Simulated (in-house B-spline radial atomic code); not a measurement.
B3LYP (VWN-RPA) excitations of Cd²⁺

Method: B3LYP (VWN-RPA). Computed with an all-electron radial atomic-structure program (B-spline basis): linear response of the closed shell [Kr] 4d10 with the functional's adiabatic kernel; scalar-relativistic (spin-free one-electron X2C), finite nucleus, no spin-orbit coupling, no double excitations, S, P, D and F terms only; shells from n = 2 respond. Only terms of natural parity with L up to 3 were computed.

Command:
```bash
python run_td.py task.json out
```
Settings (radii: box in bohr, nucleus in fm):
```
Z                        48
electrons                46
configuration            [Kr] 4d10
hamiltonian              x2c
method                   b3lyp
box_radius               29.48
rms_radius               4.6087
intervals                73
```

Run time, properties included: 5.8 s on 1 thread of Arm Neoverse N1 (shared host).

The lowest states, in the order of their Tamm-Dancoff energies; the method's threshold (minus the highest occupied level) is 32.26 eV. Labels give the largest channel, * marks a mixed state, and oscillator strengths are full-response dipole values. Semilocal kernels can invert the small singlet-triplet splittings of Rydberg terms. Energies in eV:

```
     state  full response  Tamm-Dancoff  oscillator strength
4d → 5s 3D              ?             ?                    -
4d → 5s 1D          9.710         9.730                    -
4d → 5p 3P         15.676        15.698                    -
4d → 5p 3F         15.808        15.825                    -
4d → 5p 1F         16.136        16.137                    -
4d → 5p 1P              ?             ?                    ?
4d → 6s 3D         23.460        23.464                    -
4d → 6s 1D         23.559        23.562                    -
4d → 5d 3S         23.590        23.602                    -
4d → 5d 3D         23.810        23.814                    -
4d → 5d 1D         23.974        23.981                    -
4d → 5d 1S         25.092        25.239                    -
4d → 6p 3P         25.388        25.393                    -
4d → 6p 3F         25.416        25.419                    -
4d → 6p 1F         25.479        25.480                    -
4d → 6p 1P         25.606        25.620               0.0464
4d → 4f 3P         27.380        27.381                    -
4d → 4f 3F         27.412        27.413                    -
4d → 4f 1F         27.424        27.424                    -
4d → 4f 1P         27.523        27.538                0.295
4d → 7s 3D         27.661        27.662                    -
4d → 7s 1D         27.699        27.700                    -
```

(1) Where does 4d → 5s 3D lie?

(2) Where does 4d → 5p 1P lie?

(3) How large is the singlet-triplet splitting of 4d → 5s (D terms) in Tamm-Dancoff?

(4) What polarisabilities and dispersion coefficient does the method give?

Answers

(1) At 9.009 eV in full response, 9.031 eV in Tamm-Dancoff.

(2) At 16.863 eV in full response, 16.946 eV in Tamm-Dancoff, oscillator strength 0.71.

(3) 0.699 eV, from the unrounded values.

(4) Dipole 5.521 bohr³, quadrupole 21.94 bohr⁵, C6 28.13 hartree·bohr⁶ for two such species.
